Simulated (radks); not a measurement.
All-electron atom: the gallium ion Ga29+ in [He]. Method: scalar-relativistic Kohn-Sham, PBEsol, spin-polarised, spherical densities, finite nucleus; Fermi nuclear charge, rms radius 3.9973 fm; computed with a radial shooting solver on a logarithmic mesh with Libxc functionals.

Radial electron density D(r) = 4 pi r^2 rho(r):

| r (bohr) | D(r) (e/bohr) |
|---|---|
| 0.003154 | 2.175 |
| 0.003472 | 2.571 |
| 0.003821 | 3.033 |
| 0.004207 | 3.571 |
| 0.00463 | 4.193 |
| 0.005097 | 4.912 |
| 0.00561 | 5.736 |
| 0.006176 | 6.678 |
| 0.006798 | 7.747 |
| 0.007483 | 8.953 |
| 0.008237 | 10.30 |
| 0.009067 | 11.80 |
| 0.009901 | 13.30 |
| 0.0109 | 15.08 |
| 0.012 | 16.98 |
| 0.01321 | 19.00 |
| 0.01454 | 21.10 |
| 0.016 | 23.24 |
| 0.01761 | 25.37 |
| 0.01939 | 27.41 |
| 0.02134 | 29.30 |
| 0.02349 | 30.94 |
| 0.02586 | 32.24 |
| 0.02846 | 33.12 |
| 0.03133 | 33.47 |
| 0.03421 | 33.28 |
| 0.03766 | 32.47 |
| 0.04146 | 31.02 |
| 0.04563 | 28.95 |
| 0.05023 | 26.34 |
| 0.05529 | 23.30 |
| 0.06086 | 19.98 |
| 0.067 | 16.56 |
| 0.07375 | 13.23 |
| 0.08118 | 10.14 |
| 0.08936 | 7.425 |
| 0.09836 | 5.175 |
| 0.1083 | 3.414 |
| 0.1182 | 2.212 |
| 0.1301 | 1.294 |
| 0.1433 | 0.7037 |
| 0.1577 | 0.3534 |
| 0.1736 | 0.1625 |
| 0.1911 | 0.06788 |
| 0.2103 | 0.02548 |
| 0.2315 | 0.008510 |
| 0.2548 | 0.002499 |
| 0.2805 | 0.0006366 |
| 0.3088 | 0.0001388 |

D(r) has 1 maximum, at r = 0.0316 bohr.
